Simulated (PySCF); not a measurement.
Stationary points of HTiN

All numbers come from PBE0 in PySCF with Ti def2-TZVP, N def2-TZVP, H def2-TZVP; no relativity; density-fitted integrals.

Relaxations began from a few typed shapes. The search is not exhaustive: other isomers or separated fragments can lie lower, and high-lying points may rest on an excited occupation.

Q: Which is the lowest minimum found?
A. singlet Cs: Ti–H 1.770 Å, Ti–N 1.547 Å; H–Ti–N 110.0°
B. singlet C∞v: Ti–H 1.934 Å, Ti–N 1.544 Å; H–Ti–N 180.0°

A: A. The others lie at 61.8 (singlet C∞v, a saddle point) kJ/mol above it.

For the lowest minimum: stability towards spin polarisation was not tested.
